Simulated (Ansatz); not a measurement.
Cartesian coordinates in Å:
```
C 0.447 -0.246 -0.691
O 0.812 0.374 0.520
Sn -0.341 0.877 2.020
F -2.007 0.238 1.231
H -0.624 -0.464 -0.745
H 0.713 0.405 -1.531
H 1.000 -1.184 -0.804
```

Charge 0, multiplicity 1. Sn takes the def2 core potential.

Question: List the PBE/def2-TZVPP orbital energies in eV (the Gaussian-basis code of Ansatz). (An estimate is asked.)

Answer: The calculation gave: Occupied: -658.38, -510.07, -269.78, -133.44, -89.52, -89.35, -89.24, -27.92, -26.25, -25.86, -25.78, -25.64, -25.38, -23.98, -16.30, -12.32, -10.59, -10.50, -10.22, -8.64, -8.43, -7.45, -6.55, -6.49. Lowest empty: -2.92, -1.13, -0.47, 1.35, 2.27, 2.34, 2.94, 2.97.
